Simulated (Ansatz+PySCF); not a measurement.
## doublet BeH: levels of theory in one basis

```xyz
2

Be    0.0000    0.0000   -0.4755
H     0.0000    0.0000    1.9020
```

Basis set: 6-31G (spherical functions). All electrons are correlated. Correlation on ROHF uses semicanonical orbitals with singles. Charge 0, multiplicity 2.

Computed with Ansatz (development build ahead of 0.2.0); each method stands on the lowest determinant of its kind that the runs found.

| method | E − E(ROHF) (eV) | <S²> of the determinant |
| --- | --- | --- |
| ROHF | 0.00 | 0.75 |
| UHF | -0.38 | 1.01 |
| ROHF-MP2 | -0.73 | – |
| ROHF-CCSD | -1.46 | – |
| ROHF-CCSD(T) | -1.46 | – |
| UHF-CCSD(T) | -1.46 | 1.01 |
| full CI (lowest root of this spin) | -1.46 | – |

Q: What does UHF-MP2 give on the same scale?

A: -0.81 eV.

At such a shape the full CI root can have another spatial symmetry than the determinants, so the rows needn't describe one state.

Q: Is a single determinant a sound starting point here?

A: Only with care. Unrestricted orbitals gain 0.38 eV and <S²> is 1.01 against 0.75 for a pure state, a contamination that matters most for the unrestricted series.

Caution for UHF, UHF-MP2, UHF-CCSD(T): the unrestricted determinant is spin contaminated. Caution for ROHF-MP2, UHF-MP2, ROHF-CCSD, ROHF-CCSD(T), UHF-CCSD(T): bonds are stretched, where a single reference can fail.
